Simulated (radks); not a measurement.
Values are calculated unless marked as measured or tabulated.
Question: In+, 48 electrons, occupied as [Kr] 4d10 5s2. Code: a radial shooting solver on a logarithmic mesh with Libxc functionals. Model: Dirac Kohn-Sham, exchange-only B88, spin-unpolarised, spherical densities, finite nucleus; Fermi nuclear charge, rms radius 4.6156 fm. Some entries of the table are withheld. Estimate them.

orbital,occ.,eigenvalue (eV),<1/r> (bohr^-1),r(max) (bohr)
1s1/2,2,(1),51.86,0.01922
2s1/2,2,-4158.610,12.00,0.1087
2p1/2,2,-3879.051,11.98,0.08382
2p3/2,4,-3668.066,11.19,0.08826
3s1/2,2,-793.9742,4.226,(2)
3p1/2,2,-681.1205,4.135,0.3020
3p3/2,4,-643.0197,3.941,0.3122
3d3/2,4,-443.2582,3.785,0.2564
3d5/2,6,-435.4506,3.735,0.2593
4s1/2,2,-125.7756,(3),(4)
4p1/2,2,-88.9105,1.525,0.7991
4p3/2,4,-82.2373,1.462,0.8239
4d3/2,4,-25.3861,1.148,0.9253
4d5/2,6,-24.5245,1.131,0.9355
5s1/2,2,(5),0.5126,2.122
5p1/2,0,-8.0807,0.3995,2.602
5p3/2,0,-7.6757,0.3833,2.706

Answer: 
(1) 1s1/2 eigenvalue (eV): -27746.01
(2) 3s1/2 r(max) (bohr): 0.3157
(3) 4s1/2 <1/r> (bohr^-1): 1.644
(4) 4s1/2 r(max) (bohr): 0.7698
(5) 5s1/2 eigenvalue (eV): -14.1440
